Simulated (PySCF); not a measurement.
# A series of related molecules

Computed with PySCF 2.14.0, TDDFT CAM-B3LYP/aug-cc-pVDZ excited states, vertical, gas phase. Geometry: PBE0-D3(BJ)/def2-SVP.

Each molecule in one low-energy conformer.

Task: How does the largest two-photon cross section among the few lowest singlets (linear parallel light, single beam, Lorentzian half width 0.1 eV, states within 0.08 eV summed) change along this series?
- O=CC1=CC2(C=C1)CCC2 (H replaced by CHO)
- C#CC1=CC2(C=C1)CCC2 (H replaced by ethynyl)
- FC1=CC2(C=C1)CCC2 (H replaced by F)
- FC1=CC=CC12CCC2 (H replaced by F)

Result: 
```tsv
molecule	S1 (eV)	f(S1)	largest σ (GM)	at photon λ (nm)
O=CC1=CC2(C=C1)CCC2	3.67	0.000	5.1	411
C#CC1=CC2(C=C1)CCC2	4.41	0.053	2.5	439
FC1=CC2(C=C1)CCC2	4.74	0.051	1.5	433
FC1=CC=CC12CCC2	4.62	0.042	1.1	395
```
The largest two-photon cross section among the few lowest singlets (linear parallel light, single beam, Lorentzian half width 0.1 eV, states within 0.08 eV summed) is lowest for FC1=CC=CC12CCC2 and highest for O=CC1=CC2(C=C1)CCC2.
